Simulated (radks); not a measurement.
Q: Ir+, configuration [Xe] 4f14 5d7 6s1. Method: scalar-relativistic Kohn-Sham, PBE, spin-unpolarised, spherical densities, finite nucleus; Fermi nuclear charge, rms radius 5.4032 fm; computed with a radial shooting solver on a logarithmic mesh with Libxc functionals. Some entries of the table are withheld. Estimate them.

orbital,occ.,eigenvalue (eV),<1/r> (bohr^-1),<r^2> (bohr^2)
1s,2,-76108.74,92.15,0.0004196
2s,2,-13321.75,21.59,(1)
2p,6,-11577.73,19.36,0.005363
3s,2,-3122.272,8.002,0.04149
3p,6,-2612.034,7.338,0.04244
3d,10,-2049.472,6.917,0.03516
4s,2,-672.5775,(2),0.2023
4p,6,(3),3.095,0.2307
4d,10,(4),2.766,0.2647
5s,2,-106.2443,1.377,1.074
4f,14,-70.4942,2.316,0.3511
5p,6,-63.0503,1.165,1.455
5d,7,-15.3256,0.7863,3.308
6s,1,-13.5608,0.4684,8.274

A: 
(1) 2s <r^2> (bohr^2): 0.006419
(2) 4s <1/r> (bohr^-1): 3.418
(3) 4p eigenvalue (eV): -505.1695
(4) 4d eigenvalue (eV): -299.2941
